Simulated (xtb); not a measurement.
F4Ti, charge -1, doublet, geometry from GFN2-xTB (such geometries of metal compounds can be far from the true shape) (the multiplicity is a formal guess).

The xtb input:
```
$ xtb mol.xyz --gfn 2 --chrg -1 --uhf 1 --json

# file mol.xyz
5

Ti    -0.00000000    -0.00000000    -0.00000000
F      1.24118707     0.52094629    -1.19108730
F      1.05052930    -0.83865025     1.19317781
F     -1.25479205    -0.63428937    -1.11972909
F     -1.03692432     0.95199333     1.11763858
```

**Question.** What does this run give for the partial charges in atom order, total energy?

**Answer.** 
```
Item                                                                      Value
-----------------------------  ------------------------------------------------
partial charges in atom order  Ti1 0.93, F2 -0.48, F3 -0.48, F4 -0.48, F5 -0.48
total energy                                                      -21.124701 Ha
```
